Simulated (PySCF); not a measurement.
**Electron correlation in Sn²⁺ (tin, charge +2)**

Starting occupation: [Kr] 4d9 5s2 5p1, 4d3/2 with m_j = -3/2, -1/2, +1/2, +3/2, 4d5/2 with m_j = -3/2, -1/2, +1/2, +3/2, +5/2, 5p3/2 with m_j = +3/2. Computed with PySCF 2.14 in x2c-TZVPall-2c with one added diffuse shell each of s, p, d, f type (9s10p6d3f, 90 functions), with X2C-1e with screened-nucleus spin-orbit coupling, Gaussian nucleus. Frozen: [Ar] 3d10; 20 electrons correlated; the 6 highest virtual spinors left out.

MP2 pair energies summed by pair of shells (mhartree):

```json
{"pair": "4d3/2-4d5/2", "energy": "-64.53", "share (%)": "17.7"}
{"pair": "4d5/2-4d5/2", "energy": "-35.20", "share (%)": "9.7"}
{"pair": "4d5/2-5s1/2", "energy": "-34.51", "share (%)": "9.5"}
{"pair": "4d5/2-4p3/2", "energy": "-30.52", "share (%)": "8.4"}
{"pair": "4d3/2-5s1/2", "energy": "-26.19", "share (%)": "7.2"}
{"pair": "4d3/2-4p3/2", "energy": "-21.72", "share (%)": "6.0"}
{"pair": "4d3/2-4d3/2", "energy": "-21.66", "share (%)": "5.9"}
{"pair": "5s1/2-5s1/2", "energy": "-18.89", "share (%)": "5.2"}
{"pair": "5p3/2-5s1/2", "energy": "-17.06", "share (%)": "4.7"}
{"pair": "4p3/2-4p3/2", "energy": "-10.15", "share (%)": "2.8"}
{"pair": "4d5/2-4p1/2", "energy": "-10.00", "share (%)": "2.7"}
{"pair": "4p1/2-4p3/2", "energy": "-9.70", "share (%)": "2.7"}
{"pair": "4d5/2-5p3/2", "energy": "-8.46", "share (%)": "2.3"}
{"pair": "4p3/2-5s1/2", "energy": "-7.95", "share (%)": "2.2"}
{"pair": "4d3/2-4p1/2", "energy": "-7.47", "share (%)": "2.1"}
{"pair": "4d3/2-5p3/2", "energy": "-7.21", "share (%)": "2.0"}
{"pair": "4p3/2-4s1/2", "energy": "-6.85", "share (%)": "1.9"}
{"pair": "4d5/2-4s1/2", "energy": "-6.45", "share (%)": "1.8"}
{"pair": "4d3/2-4s1/2", "energy": "-5.13", "share (%)": "1.4"}
{"pair": "4p1/2-4s1/2", "energy": "-3.29", "share (%)": "0.9"}
{"pair": "4p3/2-5p3/2", "energy": "-3.05", "share (%)": "0.8"}
{"pair": "4p1/2-5s1/2", "energy": "-2.45", "share (%)": "0.7"}
{"pair": "4p1/2-4p1/2", "energy": "-2.14", "share (%)": "0.6"}
{"pair": "4s1/2-4s1/2", "energy": "-1.62", "share (%)": "0.4"}
{"pair": "4s1/2-5s1/2", "energy": "-0.92", "share (%)": "0.3"}
{"pair": "4p1/2-5p3/2", "energy": "-0.72", "share (%)": "0.2"}
{"pair": "4s1/2-5p3/2", "energy": "-0.26", "share (%)": "0.1"}
```

Total MP2 correlation energy: -364.12 mhartree.

This basis was not built for core-valence correlation, so the inner-shell part is incomplete.
